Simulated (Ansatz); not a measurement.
Species: phosphanylboronic acid, sum formula H₄BPO₂ (charge 0, singlet). SMILES: OB(O)P
Coordinates optimised at B3LYP-D3(BJ)/def2-TZVP (Ansatz, an electronic-structure program):
```
B
O 1 1.3600
H 2 0.9657 1 112.68
O 1 1.3691 2 118.34 3 -0.10
H 4 0.9606 1 115.17 2 179.05
P 1 1.9451 2 117.74 3 -175.22
H 6 1.4144 1 96.29 2 -47.31
H 6 1.4187 7 95.01 1 97.25
```

Wanted: atomisation energy (electronic, to ground-state atoms), in kcal/mol. Cores are frozen in the correlated levels unless marked. Open shells are spin-unrestricted. Spin-orbit coupling is left out. Non-relativistic. The coupled-cluster limit lacks core correlation, which all-electron functionals hold. CBS(X,Y): correlation extrapolated as X^-3; Hartree-Fock from the larger set. [CCSD(T)-MP2]/basis is that difference in the basis named.

```json
[
 {"level": "HF/6-31G", "program": "Ansatz", "atomisation energy (kcal/mol)": "425.1", "minus last row": "-290.4"},
 {"level": "HF/cc-pV(T+d)Z", "program": "Ansatz", "atomisation energy (kcal/mol)": "506.2", "minus last row": "-209.3"},
 {"level": "HF/aug-cc-pV(Q+d)Z", "program": "Ansatz", "atomisation energy (kcal/mol)": "507.6", "minus last row": "-207.9"},
 {"level": "SVWN5/def2-TZVPD", "program": "Ansatz", "atomisation energy (kcal/mol)": "829.0", "minus last row": "113.5"},
 {"level": "PBE-D3(BJ)/def2-TZVPD", "program": "Ansatz + dftd3", "atomisation energy (kcal/mol)": "729.6", "minus last row": "14.1"},
 {"level": "revPBE-D4/def2-TZVPD", "program": "Ansatz + dftd4", "atomisation energy (kcal/mol)": "709.0", "minus last row": "-6.5"},
 {"level": "r2SCAN-D3(BJ)/def2-TZVPD", "program": "Ansatz + dftd3", "atomisation energy (kcal/mol)": "717.4", "minus last row": "1.9"},
 {"level": "PBE0-D3(BJ)/def2-TZVP", "program": "Ansatz + dftd3", "atomisation energy (kcal/mol)": "711.4", "minus last row": "-4.1"},
 {"level": "PBE0/def2-TZVP", "program": "Ansatz", "atomisation energy (kcal/mol)": "708.6", "minus last row": "-6.9"},
 {"level": "r2SCAN0/def2-TZVPD", "program": "Ansatz", "atomisation energy (kcal/mol)": "700.9", "minus last row": "-14.6"},
 {"level": "HSE06-D4/def2-TZVPD", "program": "Ansatz + dftd4", "atomisation energy (kcal/mol)": "712.4", "minus last row": "-3.1"},
 {"level": "CAM-B3LYP-D3(BJ)/def2-TZVPD", "program": "Ansatz + dftd3", "atomisation energy (kcal/mol)": "719.4", "minus last row": "3.9"},
 {"level": "RPA@PBE/cc-pV(T+d)Z", "program": "Ansatz", "atomisation energy (kcal/mol)": "666.6", "minus last row": "-48.9"},
 {"level": "RI-MP2/cc-pV(T+d)Z", "program": "Ansatz", "atomisation energy (kcal/mol)": "708.0", "minus last row": "-7.5"},
 {"level": "SCS-MP2/aug-cc-pV(T+d)Z", "program": "Ansatz", "atomisation energy (kcal/mol)": "708.9", "minus last row": "-6.6"},
 {"level": "SCS-MP2/aug-cc-pV(Q+d)Z", "program": "Ansatz", "atomisation energy (kcal/mol)": "721.5", "minus last row": "6.0"},
 {"level": "CCSD/STO-3G", "program": "Ansatz", "atomisation energy (kcal/mol)": "663.6", "minus last row": "-51.9"},
 {"level": "CCSD/6-31G*", "program": "Ansatz", "atomisation energy (kcal/mol)": "627.8", "minus last row": "-87.7"},
 {"level": "CCSD(T)/cc-pwCVTZ", "program": "Ansatz", "atomisation energy (kcal/mol)": "694.9", "minus last row": "-20.6"},
 {"level": "RI-MP2/CBS(cc-pV(T+d)Z,cc-pV(Q+d)Z)+[CCSD(T)-MP2]/cc-pV(T+d)Z", "program": "Ansatz", "atomisation energy (kcal/mol)": "715.7", "minus last row": "0.2"},
 {"level": "CCSD(T)/CBS(aug-cc-pV(T+d)Z,aug-cc-pV(Q+d)Z)", "program": "Ansatz", "atomisation energy (kcal/mol)": "715.5", "minus last row": "0.0"}
]
```
